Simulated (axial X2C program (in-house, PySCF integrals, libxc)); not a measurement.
**NaCu along the bond: PBE0, 2c**

Computed with an in-house all-electron X2C program for linear molecules (integrals from PySCF). Two-component (2c) means X2C with spin–orbit coupling and atomic mean-field two-electron Coulomb and Gaunt terms. Basis: Cu dyall-cv3z [9s9p6d3f2g], Na dyall-cv3z [9s8p5d2f] (cores contracted in-house); Gaussian nuclei, density fitting, unrestricted open shells. Masses: Cu 62.930 u, Na 22.990 u.

State: Ω = 0 (closed shell). Dipoles are positive if Na is the positive end.

| R (Å) | μ (D) | HOMO (eV) | LUMO (eV) |
| --- | --- | --- | --- |
| 2.230 | 4.419 | -4.71 | -1.31 |
| 2.332 | 4.588 | -4.65 | -1.36 |
| 2.409 | 4.715 | -4.61 | -1.40 |
| 2.486 | 4.842 | -4.57 | -1.44 |
| 2.563 | 4.968 | -4.53 | -1.49 |
| 2.653 | 5.111 | -4.49 | -1.54 |
| 2.742 | 5.252 | -4.44 | -1.59 |
| 2.858 | 5.428 | -4.39 | -1.66 |
| 2.999 | 5.633 | -4.33 | -1.74 |
| 3.204 | 5.909 | -4.24 | -1.86 |

The minimum lies at 2.562 Å. What is the dipole moment there, and its slope?

At PBE0, 2c, with the sign and origin stated: μ = 4.97 D, dμ/dR = 1.63 D/Å.

The state is one determinant whose occupation by symmetry is held fixed; it was picked as the lowest of a PBE0 search that is not exhaustive. The closed shell is kept restricted, so the energy runs too high when the bond is stretched far.
